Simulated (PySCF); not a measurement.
**Computed properties of C3H10FNSi, SMILES F[SiH2]CN(C)C**

C3H10FNSi, SMILES CN(C)C[SiH2]F. Geometry optimised at B3LYP-D3(BJ)/def2-SVP. The structure was generated by enumeration, and PubChem lists no compound with its InChIKey, so it may never have been made. Other conformers were not sampled. All values are computed for the isolated molecule unless a solvent is named; none is compared with measurement here.

**Structure.** All 42 harmonic modes at B3LYP-D3(BJ)/def2-SVP (PySCF) are real, so it is a minimum. With heavy atoms numbered as in [CH3:1][N:2]([CH3:3])[CH2:4][SiH2:5][F:6], the shortest bond between them is N2–C3 at 1.449 Å and the longest C4–Si5 at 1.883 Å.

**Vibrations.** The strongest infrared lines (harmonic, unscaled, degenerate partners summed) lie at 952 cm⁻¹ (241 km/mol, H 85 %, Si 12 %), 980 cm⁻¹ (174 km/mol, H 72 %, Si 19 %), 2913 cm⁻¹ (154 km/mol, H 94 %). The softest mode is at 39 cm⁻¹ and the zero-point energy is 81.5 kcal/mol.

**Electronic structure.** PBE0/def2-TZVP (PySCF) places the frontier levels at -6.30 and 0.39 eV, a gap of 6.69 eV, and gives a dipole moment of 2.20 D and a mean polarisability of 71.9 bohr³. PBE/def2-TZVP (PySCF) at the same geometry gives -4.97 and -0.51 eV, so its gap is 2.23 eV narrower. An orbital gap is neither the optical nor the fundamental gap.

**Excitations.** TDA-CAM-B3LYP/def2-SVPD (PySCF) has S1 at 6.01 eV (206 nm, f = 0.030, weak); the most intense of the 6 singlets computed lies at 7.38 eV (f = 0.05). T1 (TDA) is at 5.75 eV, 0.26 eV under S1. TDA-PBE/def2-SVPD (PySCF) puts S1 at 4.49 eV. No vertical singlet excitation falls in the visible range (under 3.1 eV).

**NMR.** GIAO shifts at PBE0/pcSseg-1 (PySCF) (non-relativistic, atoms alike by connectivity averaged): ¹³C from 50.0 to 51.8 ppm against TMS; ¹H from 2.2 to 5.3 ppm against TMS; ²⁹Si at 0.7 ppm against TMS; ¹⁹F at -231.5 ppm against CFCl3.
